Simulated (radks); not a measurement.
In II, 48 electrons, occupied as [Ar] 3d10 4s2 4p5 4d10 5s2 4f1 (not the ground configuration). All-electron calculation, Dirac Kohn-Sham, BLYP, spin-unpolarised, spherical densities, finite nucleus; open shells fill j = l - 1/2 first; Fermi nuclear charge, rms radius 4.6156 fm. Program: a radial shooting solver on a logarithmic mesh with Libxc functionals. Some entries of the table are withheld. Estimate them.

orbital  occ.  eigenvalue (hartree)  <1/r> (bohr^-1)
1s1/2       2             -1020.315              (1)
2s1/2       2             -153.4510            12.00
2p1/2       2             -143.1834            11.98
2p3/2       4             -135.4283            11.19
3s1/2       2             -29.78986            4.227
3p1/2       2             -25.64359            4.135
3p3/2       4             -24.24274            3.942
3d3/2       4                   (2)            3.786
3d5/2       6                   (3)            3.736
4s1/2       2              -5.16988            1.656
4p1/2       2              -3.80498            1.541
4p3/2       3              -3.55380            1.479
4d3/2       4              -1.42209            1.194
4d5/2       6              -1.38755            1.178
5s1/2       2              -0.80737           0.5702
5p1/2       0              -0.53223           0.4749
5p3/2       0              -0.50843           0.4583
6s1/2       0              -0.23081           0.2292
4f5/2       1              -0.08572              (4)
4f7/2       0              -0.08572              (5)

Answer. 
(1) 1s1/2 <1/r> (bohr^-1): 51.86
(2) 3d3/2 eigenvalue (hartree): -16.90131
(3) 3d5/2 eigenvalue (hartree): -16.61421
(4) 4f5/2 <1/r> (bohr^-1): 0.1417
(5) 4f7/2 <1/r> (bohr^-1): 0.1417
